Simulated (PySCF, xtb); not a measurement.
iodoethene (C₂H₃I), SMILES C=CI.

Harmonic wavenumbers (cm⁻¹) from GFN2-xTB (xtb) at its own minimum, in rising order: 314, 548, 565, 873, 992, 1001, 1226, 1381, 1665, 3093, 3100, 3132.

What does PBE-D3(BJ)/def2-TZVP (PySCF) give at its own minimum? (An estimate is asked for; the answer gives what the named calculation found.)

302, 532, 541, 887, 940, 968, 1216, 1362, 1599, 3069, 3134, 3163. Paired by order, the mean absolute difference is 28 cm⁻¹ and the zero-point energies are 25.6 and 25.3 kcal/mol.
